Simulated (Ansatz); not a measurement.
The cluster AlSi₆, relaxed as a doublet with UKS B3LYP-D4/def2-SVP in Ansatz, starting from the GFN2-xTB geometry. Force threshold 0.02 eV/Å.

Another isomer (doublet) lies 0.20 eV lower at PBE0-D4/def2-TZVP; other spin states weren't run for this one.

Start:

```tsv
atom	x (Å)	y (Å)	z (Å)
Al1	-0.5970	0.3871	-1.1407
Si2	1.1818	-0.9294	1.6883
Si3	-0.0574	1.0422	1.5508
Si4	-0.5805	2.5626	-0.0350
Si5	-1.5117	-1.7360	-1.7675
Si6	-0.1515	-1.8682	0.0271
Si7	1.7163	0.5417	-0.3230
```

Problem. Estimate the energy that the relaxation releases and the steps that it takes.

Solution. 0.82 eV, in 22 steps; 5.3 min on 4 threads of Intel Xeon on a shared host. The force fell under the threshold at step 9, but the optimiser went on and released 0.091 eV more. No frequencies were taken in this run, so the end may be a saddle point.

Problem. Does the start keep its bonding and symmetry?

Solution. By distances, no bond broke or formed. The bond that changes most is Al1–Si7, from 2.46 to 2.84 Å (atoms count from 1).

Problem. Predict the relaxed structure.

Solution. 
```xyz
7

Al   -1.4120    0.6058   -1.0263
Si    1.3507   -0.9165    1.7381
Si   -0.0776    0.9456    1.5480
Si   -0.2107    2.5056   -0.1075
Si   -0.6384   -1.5247   -1.8973
Si   -0.3655   -1.7424    0.3545
Si    1.3535    0.1266   -0.6095
```
Bond lengths: 5 × Si–Si 2.28 to 2.57 Å; 2 × Al–Si 2.43 Å.
